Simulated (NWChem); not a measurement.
System: C4H4O2; SMILES C#CCC(=O)O

The following NWChem deck was run.

```
start job
memory heap 200 mb stack 900 mb global 1100 mb
geometry units angstroms noautosym nocenter noautoz
  C      0.348809    -2.537049     0.479468
  C      0.006841    -1.516110    -0.097362
  C     -0.417501    -0.318132    -0.808050
  C      0.031517     1.036664    -0.254059
  O     -0.269814     2.093985    -0.768637
  O      0.790912     0.930064     0.856179
  H      0.658405    -3.432571     0.999285
  H     -0.073019    -0.342520    -1.865166
  H     -1.526597    -0.267314    -0.871132
  H      1.012473     1.852862     1.111097
end
basis spherical
  * library def2-svp
end
dft
  xc b3lyp
  iterations 150
end
cosmo
  do_cosmo_smd true
  solvent chcl3
end
task dft energy
```

NWChem printed, in part:

```
             Northwest Computational Chemistry Package (NWChem) 7.3.0
             --------------------------------------------------------

                             Geometry "geometry" -> ""
                             -------------------------

 Output coordinates in angstroms (scale by  1.889725989 to convert to a.u.)

  No.       Tag          Charge          X              Y              Z
 ---- ---------------- ---------- -------------- -------------- --------------
    1 C                    6.0000     0.34880900    -2.53704900     0.47946800
    2 C                    6.0000     0.00684100    -1.51611000    -0.09736200
    3 C                    6.0000    -0.41750100    -0.31813200    -0.80805000
    4 C                    6.0000     0.03151700     1.03666400    -0.25405900
    5 O                    8.0000    -0.26981400     2.09398500    -0.76863700
    6 O                    8.0000     0.79091200     0.93006400     0.85617900
    7 H                    1.0000     0.65840500    -3.43257100     0.99928500
    8 H                    1.0000    -0.07301900    -0.34252000    -1.86516600
    9 H                    1.0000    -1.52659700    -0.26731400    -0.87113200
   10 H                    1.0000     1.01247300     1.85286200     1.11109700

 Effective nuclear repulsion energy (a.u.)     203.6923407606

                                 NWChem DFT Module
                                 -----------------

 Summary of "ao basis" -> "ao basis" (spherical)
 ------------------------------------------------------------------------------
       Tag                 Description            Shells   Functions and Types
 ---------------- ------------------------------  ------  ---------------------
 C                          def2-svp                 6       14   3s2p1d
 O                          def2-svp                 6       14   3s2p1d
 H                          def2-svp                 3        5   2s1p

 in cosmo_initialize ...
 calling solv_data for solv:chcl3

 solvent parameters
 solvname_short: chcl3
 solvname_long:  chloroform
 dielec:        4.7113
 dielecinf:     2.0906
 nonaqueous SMD model solvent descriptors
 dielec:        4.7113
 sola:          0.1500
 solb:          0.0200
 solc:          0.0000
 solg:         38.3900
 solh:          0.7500
 soln:          1.4459

          ---------------
          -cosmo- solvent
          ---------------
 Cosmo: York-Karplus, doi: 10.1021/jp992097l
 dielectric constant -eps-     =   4.71
 screen = (eps-1)/(eps    )    =   0.78774
 surface charge correction     = lagrangian

   van der Waals surface
 --------------------------

 ---------- ATOMIC COORDINATES (A.U.) ------------ VDWR(ANG.) --
     1    0.65915343   -4.79432743    0.90606314     1.850
     2    0.01292762   -2.86503247   -0.18398750     1.850
     3   -0.78896249   -0.60118231   -1.52699309     1.850
     4    0.05955849    1.95901090   -0.48010189     1.850
     5   -0.50987453    3.95705787   -1.45251331     2.024
     6    1.49460696    1.75756611    1.61794371     2.024
     7    1.24420504   -6.48661863    1.88837483     1.200
     8   -0.13798590   -0.64726895   -3.52465266     1.200
     9   -2.88485002   -0.50515021   -1.64620078     1.200
    10    1.91329654    3.50140147    2.09966888     1.200
 number of segments per atom =        128
 number of   points per atom =        128
 atom (   nspa,  nppa )
 ----------------------
    1 (     81,     0 )       0
    2 (     50,     0 )       0
    3 (     31,     0 )       0
    4 (     15,     0 )       0
    5 (     86,     0 )       0
    6 (     78,     0 )       0
    7 (     52,     0 )       0
    8 (     54,     0 )       0
    9 (     54,     0 )       0
   10 (     31,     0 )       0
 number of -cosmo- surface points =      532
 molecular surface =    130.084 angstrom**2
 molecular volume  =    107.289 angstrom**3
 -lineq- algorithm             =   0
 -bem- low  level              =   3
 -bem- from -octahedral-
 gaussian surface charge width =   4.50000
 degree of switching           =   1.00000
 switching function tolerance  =   0.00010
 atomic radii =
 --------------
    1  6.000  1.850
    2  6.000  1.850
    3  6.000  1.850
    4  6.000  1.850
    5  8.000  2.024
    6  8.000  2.024
    7  1.000  1.200
    8  1.000  1.200
    9  1.000  1.200
   10  1.000  1.200
 ...... end of -cosmo- initialization ......

 nat:                    10
 ixmem:                  5529
 calling mnsol_interface()
 G(SMD-CDS) energy (kcal/mol)  =     0.260
 SMD-CDS SASA (angstrom**2)    =   145.611

            General Information
            -------------------
          SCF calculation type: DFT
          Wavefunction type:  closed shell.
          No. of atoms     :    10
          No. of electrons :    44
           Alpha electrons :    22
            Beta electrons :    22
          Charge           :     0
          Spin multiplicity:     1
          Use of symmetry is: off; symmetry adaption is: off
          Maximum number of iterations: 150
          AO basis - number of functions:   104
                     number of shells:    48
          Convergence on energy requested:  1.00D-06
          Convergence on density requested:  1.00D-05
          Convergence on gradient requested:  5.00D-04

              XC Information
              --------------
                         B3LYP Method XC Potential
                     Hartree-Fock (Exact) Exchange  0.200
                        Slater Exchange Functional  0.800 local
                    Becke 1988 Exchange Functional  0.720 non-local
              Lee-Yang-Parr Correlation Functional  0.810
                  VWN I RPA Correlation Functional  0.190 local

             Grid Information
             ----------------
          Grid used for XC integration:  medium
          Radial quadrature: Mura-Knowles
          Angular quadrature: Lebedev.
          Tag              B.-S. Rad. Rad. Pts. Rad. Cut. Ang. Pts.
          ---              ---------- --------- --------- ---------
          C                   0.70       49          12.0       434
          O                   0.60       49          14.0       434
          H                   0.35       45          13.0       434
          Grid pruning is: on
          Number of quadrature shells:   474
          Spatial weights used:  Erf1

      Superposition of Atomic Density Guess
      -------------------------------------

 Sum of atomic energies:        -301.87866589

      Non-variational initial energy
      ------------------------------

 Total energy =    -304.841669
 1-e energy   =    -813.715488
 2-e energy   =     305.181479
 HOMO         =      -0.324855
 LUMO         =       0.043137

   convergence    iter        energy       DeltaE   RMS-Dens  Diis-err
 ---------------- ----- ----------------- --------- --------- ---------
     COSMO gas phase
 d= 0,ls=0.0,diis     1   -304.8325868378 -5.09D+02  2.70D-02  1.35D+00
 d= 0,ls=0.0,diis     2   -304.5032778397  3.29D-01  1.70D-02  5.01D+00
 d= 0,ls=0.0,diis     3   -304.9763677515 -4.73D-01  4.28D-03  1.85D-01
 d= 0,ls=0.0,diis     4   -304.9879507105 -1.16D-02  1.49D-03  7.25D-02
 d= 0,ls=0.0,diis     5   -304.9949575008 -7.01D-03  4.46D-04  2.37D-03
  Resetting Diis
 d= 0,ls=0.0,diis     6   -304.9950874765 -1.30D-04  1.99D-04  1.13D-03
 d= 0,ls=0.0,diis     7   -304.9952287681 -1.41D-04  7.95D-05  2.44D-05
 d= 0,ls=0.0,diis     8   -304.9952238217  4.95D-06  5.11D-05  6.88D-05
 d= 0,ls=0.0,diis     9   -304.9952310625 -7.24D-06  1.42D-05  3.69D-06
 d= 0,ls=0.0,diis    10   -304.9952315141 -4.52D-07  2.27D-06  6.02D-08

   convergence    iter        energy       DeltaE   RMS-Dens  Diis-err
 ---------------- ----- ----------------- --------- --------- ---------
     COSMO solvation phase
 d= 0,ls=0.0,diis     1   -305.0057153107 -1.05D-02  2.18D-03  3.14D-03
 d= 0,ls=0.0,diis     2   -305.0063597997 -6.44D-04  5.69D-04  2.38D-03
 d= 0,ls=0.0,diis     3   -305.0065171624 -1.57D-04  2.22D-04  9.09D-04
 d= 0,ls=0.0,diis     4   -305.0065959964 -7.88D-05  7.84D-05  1.03D-04
 d= 0,ls=0.0,diis     5   -305.0066064325 -1.04D-05  2.03D-05  9.79D-06
 d= 0,ls=0.0,diis     6   -305.0066073664 -9.34D-07  6.65D-06  6.74D-07

         Total DFT energy =     -305.006607366405
      One electron energy =     -817.957987515007
           Coulomb energy =      349.516238369083
    Exchange-Corr. energy =      -40.238430550275
 Nuclear repulsion energy =      203.692340760586

             COSMO energy =       -0.018768430792

 Numeric. integr. density =       44.000000697673

                                COSMO-SMD solvation results
                                ---------------------------

             internal energy in gas <Psi(g)|H|Psi(g)> =      -304.995231514144
         internal energy in solvent <Psi(s)|H|Psi(s)> =      -304.994259551651
                               delta internal energy  =         0.000971962493 (    0.61 kcal/mol)
   total free energy in solvent <Psi(s)|H+V/2|Psi(s)> =      -305.007021586708
 polarization energy contribution <Psi(s)|V/2|Psi(s)> =        -0.012762035058 (   -8.01 kcal/mol)
    total free energy in solvent including G(SMD-CDS) =      -305.006607366405
                       G(SMD-CDS) energy contribution =         0.000414220303 (    0.26 kcal/mol)
     1 M fixed-concentration free energy of solvation =        -0.011375852262 (   -7.14 kcal/mol)

                       DFT Final Molecular Orbital Analysis
                       ------------------------------------

 Vector   20  Occ=2.000000D+00  E=-3.074400D-01
              MO Center= -4.5D-02,  2.7D-01, -3.1D-01, r^2= 4.9D+00
   Bfn.  Coefficient  Atom+Function         Bfn.  Coefficient  Atom+Function
  ----- ------------  ---------------      ----- ------------  ---------------
    62      0.333901   5 O  pz               31      0.256648   3 C  s
    60      0.240506   5 O  px               65      0.228066   5 O  pz
    20      0.218851   2 C  pz               61      0.205243   5 O  py
    63      0.164215   5 O  px                6      0.158072   1 C  pz
    18      0.155496   2 C  px                5      0.154576   1 C  py

 Vector   21  Occ=2.000000D+00  E=-2.805926D-01
              MO Center=  1.0D-01, -1.8D+00,  6.8D-02, r^2= 2.2D+00
   Bfn.  Coefficient  Atom+Function         Bfn.  Coefficient  Atom+Function
  ----- ------------  ---------------      ----- ------------  ---------------
     4      0.347902   1 C  px               18      0.321586   2 C  px
     6     -0.234677   1 C  pz                7      0.217189   1 C  px
    20     -0.217434   2 C  pz               21      0.191890   2 C  px
     9     -0.146840   1 C  pz               95      0.134536   9 H  s
    90     -0.133590   8 H  s                23     -0.130380   2 C  pz

 Vector   22  Occ=2.000000D+00  E=-2.736535D-01
              MO Center=  5.9D-02, -4.8D-01, -9.9D-02, r^2= 5.0D+00
   Bfn.  Coefficient  Atom+Function         Bfn.  Coefficient  Atom+Function
  ----- ------------  ---------------      ----- ------------  ---------------
    62     -0.245710   5 O  pz                6      0.237822   1 C  pz
    31     -0.232015   3 C  s                22      0.222555   2 C  py
    61     -0.200305   5 O  py               20      0.193502   2 C  pz
    19      0.191228   2 C  py                5      0.181093   1 C  py
    60     -0.180767   5 O  px               65     -0.180603   5 O  pz

 Vector   23  Occ=0.000000D+00  E=-2.224256D-03
              MO Center= -7.6D-02,  1.1D+00, -4.1D-01, r^2= 2.1D+00
   Bfn.  Coefficient  Atom+Function         Bfn.  Coefficient  Atom+Function
  ----- ------------  ---------------      ----- ------------  ---------------
    46      0.475142   4 C  px               91     -0.411609   8 H  s
    96      0.411166   9 H  s                49      0.402548   4 C  px
    48     -0.327310   4 C  pz               63     -0.317754   5 O  px
    60     -0.297682   5 O  px               51     -0.277345   4 C  pz
    65      0.218974   5 O  pz               74     -0.213143   6 O  px

 Vector   24  Occ=0.000000D+00  E= 2.798537D-02
              MO Center=  5.8D-02, -1.7D+00, -5.2D-03, r^2= 3.1D+00
   Bfn.  Coefficient  Atom+Function         Bfn.  Coefficient  Atom+Function
  ----- ------------  ---------------      ----- ------------  ---------------
    22      0.545182   2 C  py               31     -0.495790   3 C  s
     9     -0.472976   1 C  pz               96      0.397015   9 H  s
    91      0.387027   8 H  s                 7     -0.346363   1 C  px
    36      0.280231   3 C  py               20      0.272802   2 C  pz
     8     -0.269014   1 C  py               45     -0.265764   4 C  s

 Vector   25  Occ=0.000000D+00  E= 3.407984D-02
              MO Center=  6.1D-02, -1.7D+00, -5.0D-03, r^2= 3.1D+00
   Bfn.  Coefficient  Atom+Function         Bfn.  Coefficient  Atom+Function
  ----- ------------  ---------------      ----- ------------  ---------------
     7      0.542980   1 C  px               21     -0.519414   2 C  px
    91      0.411778   8 H  s                96     -0.402155   9 H  s
     9     -0.379504   1 C  pz               23      0.359030   2 C  pz
    18     -0.350899   2 C  px                4      0.320356   1 C  px
    20      0.244607   2 C  pz                6     -0.223429   1 C  pz

     Multipole analysis of the density
     ---------------------------------

     L   x y z        total         alpha         beta         nuclear
     -   - - -        -----         -----         ----         -------
     0   0 0 0     -0.000000    -22.000000    -22.000000     44.000000

     1   1 0 0      0.168389     -3.750099     -3.750099      7.668587
     1   0 1 0     -0.287601     -2.028884     -2.028884      3.770168
     1   0 0 1      0.260856      3.915169      3.915169     -7.569483

     2   2 0 0    -24.486263    -32.175472    -32.175472     39.864682
     2   1 1 0      1.710267      6.149246      6.149246    -10.588224
     2   1 0 1      0.844320    -23.327109    -23.327109     47.498539
     2   0 2 0    -25.495645   -221.421680   -221.421680    417.347715
     2   0 1 1      2.621062     25.336950     25.336950    -48.052837
     2   0 0 2    -24.252267    -52.841164    -52.841164     81.430062
```

Level: B3LYP/def2-SVP, SMD on the gas-phase geometry. Geometry: optimised at PBE-D3(BJ)/def2-SVP. B3LYP is NWChem's, with the RPA form of VWN correlation. Solvent: chloroform.
